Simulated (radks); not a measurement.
Question: These are the eigenvalues of the occupied orbitals of an atom or ion with whole-number occupations (eV). Method: Dirac Kohn-Sham, PW91, spin-unpolarised, spherical densities, finite nucleus; Fermi nuclear charge, rms radius of each element as measured or else 0.836 A^(1/3) + 0.57 fm; computed with a radial shooting solver on a logarithmic mesh with Libxc functionals.

orbital  eigenvalue
1s1/2     -76006.70
2s1/2     -13301.39
2p1/2     -12746.66
2p3/2     -11118.74
3s1/2     -3124.132
3p1/2     -2874.660
3p3/2     -2518.230
3d3/2     -2100.078
3d5/2     -2023.048
4s1/2     -680.0288
4p1/2     -574.6036
4p3/2     -490.2785
4d3/2     -317.0940
4d5/2     -301.4406
5s1/2     -115.2045
5p1/2      -82.1065
4f5/2      -81.2070
4f7/2      -78.0867
5p3/2      -68.5347
5d3/2      -25.1155
5d5/2      -23.8041

Which element is it, and in what charge state? The configuration may be excited. Open shells, if any, fill j = l - 1/2 first.

Answer: Z = 77, iridium, charge +2: Ir2+ in [Xe] 4f14 5d7. The list shows which subshells hold electrons but not how many an open one holds; the 1s level, -2793.2 hartree, gives Z - s = 74.7 by -(Z - s)^2/2, which with screening and relativity narrows Z to a few neighbours, and the depths of the outer levels then fix element, charge and occupations together.
